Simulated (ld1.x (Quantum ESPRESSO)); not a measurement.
# Configuration tests for silicon (Si) (RRKJ)

ld1.x (Quantum ESPRESSO) 7.5 input, shortened:

```
&input
   title='Si', zed=14., rel=0, dft='PZ', iswitch=3,
   config='[Ne] 3s1 3p0 3d-2'
 /
 &inputp
   pseudotype=2, tm=.false., lloc=0,
   nlcc=.false.
 /
3
3P  2  1   0.00   0.00  1.50  1.50  0.0
3D  3  2  -2.00   0.05  1.80  1.80  0.0
3S  1  0   1.00   0.00  2.06  2.06  0.0
 &test
   configts(1)='3s1 3p0'
 /
```

Energies are relative to the spin-unpolarised reference configuration 3s1 3p0; without spin polarisation the order of configurations can differ from experiment. Spin-polarised rows fill each open shell by Hund’s rule, majority spin first.

| valence configuration | charge | ΔE all-electron (eV) | error AE − PS (meV) |
| --- | --- | --- | --- |
| 3s2 3p2 | 0 | -58.040 | +341 |
| 3s2 3p0 | +2 | -34.074 | +118 |
| 3s0 3p4 | 0 | -44.378 | +228 |
| 3s2 3p1.5 | +0.5 | -55.070 | +306 |
| 3s1 3p2 | +1 | -42.851 | +199 |
| 3s1 3p3 | 0 | -51.290 | +280 |
| 3s1 3p0 (spin-polarised) | +3 | -0.528 | +184 |

**Question.** What are ΔE and the potential's error for 3s2 3p2 (spin-polarised)?

**Answer.** ΔE = -58.652 eV all-electron; the error (AE − PS) is +391 meV.

**Question.** What are ΔE and the potential's error for 3s2 3p1?

**Answer.** ΔE = -50.200 eV all-electron; the error (AE − PS) is +254 meV.
